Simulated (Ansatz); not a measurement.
Consider the redistribution: `C[CH2][Ga]([Cl])[Cl]` + `F[SiH](F)[SiH](Cl)Cl` → `C[CH2][GaH][Cl]` + `F[Si](F)(Cl)[SiH](Cl)Cl`.

Computed with Ansatz on PBE0-D4/def2-TZVP structures; ΔE is electronic, products minus reactants. CCSD(T)/CBS is the MP2 limit (def2-TZVPP, def2-QZVPP) plus CCSD(T) − MP2 in def2-TZVPP, frozen cores. This one scheme is used for every species. DFT in def2-TZVPP. B3LYP here is the variant with VWN-RPA as its local correlation; programs differ in this. For Ga outer-core shells are correlated without core-valence functions, which leaves a few kJ/mol of doubt a bond. Scalar relativity is left out up to krypton. One conformer a species, not always the lowest.

**Question.** Is it downhill or uphill in electronic energy at CCSD(T)/CBS, and by how much? (Estimate.)

**Answer.** Computed: Uphill: ΔE = +20.5 kJ/mol.

**Question.** What do these levels give: B3LYP-D4, r2SCANh-D4, ωB97X-V, B2PLYP, r2SCANh, CCSD(T)/def2-TZVPP? (An estimate is asked.)

**Answer.** Ansatz gave: B3LYP-D4 19.3, r2SCANh-D4 17.3, ωB97X-V 19.2, B2PLYP 23.6, r2SCANh 18.0, CCSD(T)/def2-TZVPP 23.3 kJ/mol.

Largest T1 diagnostic among the species: 0.011.

The D4 term adds −4.6 kJ/mol with B3LYP and −2.4 kJ/mol with PBE0; it sums over pairs of atoms, weighted by their polarisabilities, and B3LYP, whose exchange is more repulsive, gets the larger term. At CCSD(T), def2-SVP lies +15.2 kJ/mol from the extrapolated value and def2-TZVPP +2.7 kJ/mol.
